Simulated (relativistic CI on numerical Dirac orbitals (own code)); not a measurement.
Radial parameters of Mo⁴⁺

Calculated at this level of theory: Dirac-Coulomb-Breit CI, orbitals from a KLI potential per configuration, model QED, valence Slater integrals scaled by 0.85, P86 correlation energy added to each configuration (own radial code, finite nucleus).

Slater integrals F^k, G^k are unscaled and averaged over j, outside the closed core [Ar] 3d10 4s2; ζ comes from projecting the Hamiltonian with its Breit term on Σ l·s of the shell.

- 4p⁶4d²: F^2(4d,4d) = 66779, F^4(4d,4d) = 44153, ζ(4d) = 861.14 cm⁻¹; <r>(4d) = 1.523, <r^2>(4d) = 2.686 (bohr units).
- 4p⁶4d5s: ζ(4d) = 936.46, G^2(4d,5s) = 17237 cm⁻¹; <r>(4d) = 1.494, <r^2>(4d) = 2.591, <r>(5s) = 2.506, <r^2>(5s) = 7.009 (bohr units).
- 4p⁶4d4f: ζ(4d) = 950.54, F^2(4d,4f) = 32325, F^4(4d,4f) = 18691, G^1(4d,4f) = 34145, G^3(4d,4f) = 20248, G^5(4d,4f) = 14019, ζ(4f) = -30.303 cm⁻¹; <r>(4d) = 1.492, <r^2>(4d) = 2.585, <r>(4f) = 2.953, <r^2>(4f) = 10.15 (bohr units).

Problem. Give the Racah parameters of the d shell in 4p⁶4d².

Solution. B = F²/49 − 5F⁴/441 = 862 cm⁻¹ and C = 35F⁴/441 = 3504 cm⁻¹; values fitted to spectra at such low charge are typically 15 to 30 % smaller.

In this model ζ of a weakly bound d, f or g electron outside closed shells comes out too small, for d by up to a factor of two or three and at times with the wrong sign; that of an outer p electron is too small as well.

Averages of the first 10 configurations, taken without configuration mixing, which lowers the lowest level and can move excited configurations by several eV; other configurations of the list can lie among them:

```
Configuration  Parity  States  Average energy above the lowest level (eV)
       4p⁶4d²    even      45                                         1.1
      4p⁶4d5s    even      20                                        12.4
      4p⁶4d4f     odd     140                                        32.0
      4p⁶4d5p     odd      60                                        19.6
       4p⁵4d³     odd     720                                        41.4
       4p⁶5s²    even       1                                        26.1
       4p⁶4f²    even      91                                        64.4
      4p⁶4d5d    even     100                                        29.8
      4p⁶4d6s    even      20                                        31.9
      4p⁶5s5p     odd      12                                        32.6
```
